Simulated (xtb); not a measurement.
xtb input:

```bash
xtb mol.xyz --gfn 2 --sp --chrg -1 --uhf 0
```
mol.xyz:
```
13

C     -1.33120532     1.38146233     0.33011230
Si    -0.39306006     0.10535135    -0.83581282
C     -1.17647556    -1.54691108    -0.11176436
Si     1.61589996     0.01703455     0.45294153
H     -1.34494598     1.09027869     1.38796559
H     -2.37278875     1.47591874     0.00029420
H     -0.88423329     2.37876645     0.26108577
H     -1.20369755    -1.58295065     0.98458888
H     -0.63024577    -2.42813212    -0.46425078
H     -2.20778321    -1.64693133    -0.47092800
H      1.52553261    -0.21357886     1.94960277
H      2.58353166    -1.05694845     0.02585183
H      2.46095693     1.26286743     0.37590025
```

Problem. Which total energy does the run end on?

Solution. -12.44203 Eh (GFN2-xTB).

It need not be the lowest isomer of its formula. Whether it binds its extra electron was not tested at this geometry.
